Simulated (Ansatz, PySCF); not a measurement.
System: sulfur difluoride, SF2 (charge 0, singlet). 
Coordinates optimised at B3LYP-D3(BJ)/def2-TZVP (Ansatz, an electronic-structure program):
SMILES: FSF
```xyz
3

F     -1.2130    -0.5047     0.0161
S     -0.0057     0.5532     0.0075
F      1.2232    -0.4788    -0.0294
```
Charge 0, spin multiplicity 1.

Total electronic energies in hartree. Correlated levels leave the core frozen unless marked. Spin-orbit coupling is left out. No relativistic terms. Basis-set limits of correlation are two-point, X^-3; Hartree-Fock from the larger set.

```csv
level,program,energy (Eh)
HF/cc-pVTZ,Ansatz,-596.43753
HF/cc-pV(Q+d)Z,Ansatz,-596.46575
HF-D3(BJ)/def2-TZVPD,PySCF + dftd3,-596.46152
BP86-D3(BJ)/def2-TZVPD,PySCF + dftd3,-597.98047
BP86-D4/def2-TZVPD,PySCF + dftd4,-597.98045
BP86/def2-TZVPD,PySCF,-597.97889
PBE0/def2-TZVP,Ansatz,-597.60067
PBE0/def2-QZVPP,Ansatz,-597.62561
TPSSh-D4/def2-TZVPD,PySCF + dftd4,?
r2SCANh-D4/def2-TZVPD,Ansatz + dftd4,?
RPA@PBE/cc-pV(Q+d)Z,Ansatz,?
SCS-MP2/cc-pwCVTZ,Ansatz,-597.12053
CCSD/6-31G*,Ansatz,-596.79524
CCSD/cc-pVTZ,Ansatz,-597.12451
"CCSD(T)/CBS(cc-pV(T+d)Z,cc-pV(Q+d)Z)",Ansatz,-597.2871
```

**Question.** What belongs in the gaps?

**Answer.** 
- TPSSh-D4/def2-TZVPD, energy (Eh): -597.94344
- r2SCANh-D4/def2-TZVPD, energy (Eh): -597.80734
- RPA@PBE/cc-pV(Q+d)Z, energy (Eh): -597.56936
